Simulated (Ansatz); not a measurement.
Molecule: sum formula GaClF2, net charge 0, singlet state. SMILES: [F][Ga]([F])[Cl]
Geometry: optimised at B3LYP-D3(BJ)/def2-TZVP (Ansatz, a program for electronic structure).

Wanted: vertical ionisation energy (to the doublet state of charge +1; each state is the SCF solution reached for its spin), in eV. Valence correlation only, unless marked. UHF or UKS for open shells. No spin-orbit coupling. The frozen core is the preceding noble-gas configuration, with the filled d and f shells of earlier blocks. No relativistic terms. CBS marks a two-point X^-3 extrapolation of the correlation energy; Hartree-Fock from the larger set.

CCSD(T)/CBS(def2-TZVPPD,def2-QZVPPD) (Ansatz) gives 12.98 eV.

Task: Another calculation gave 12.89 eV. Which level was it?
(A) CAM-B3LYP/def2-TZVPD (Ansatz)
(B) PBE/def2-TZVPD (Ansatz)
(C) BHLYP/def2-TZVPD (Ansatz)
(D) SVWN5/def2-TZVPD (Ansatz)

Result: A, CAM-B3LYP/def2-TZVPD (Ansatz). The others give 12.28 (PBE), 12.55 (SVWN5), 12.78 (BHLYP) eV.
